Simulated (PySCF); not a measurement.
Computed shifts of a molecule C3H6F2Si, PBE/pcSseg-1 (PySCF), GIAO, gas phase, atoms alike by connectivity averaged where their shifts nearly agree, in ppm (number of nuclei): ¹⁹F: -250.9 (1), -256.1 (1). ²⁹Si: 17.1 (1). ¹³C: 78.2 (1), 17.3 (1), 10.1 (1). ¹H: 5.90 (1), 5.36 (1), 4.92 (1), 1.42 (1), 1.30 (1), 0.52 (1). References: ¹⁹F against CFCl3 (σ = 133.6 ppm); ²⁹Si against TMS (σ = 335.4 ppm); ¹³C against TMS (σ = 182.0 ppm); ¹H against TMS (σ = 31.49 ppm), references at their B3LYP-D3(BJ)/def2-TZVP geometries, non-relativistic. Coordinates come from a PBE0-D3(BJ)/def2-SVP optimisation. One conformer was computed; it need not be the lowest.

Question: Pick the molecule that these values belong to.
A) F/C=C\C[SiH2]F
B) CC([SiH3])=C(F)F
C) C/C(F)=C/[SiH2]F
D) F[SiH2][C@@H]1C[C@@H]1F

Answer: D, F[SiH2][C@@H]1C[C@@H]1F
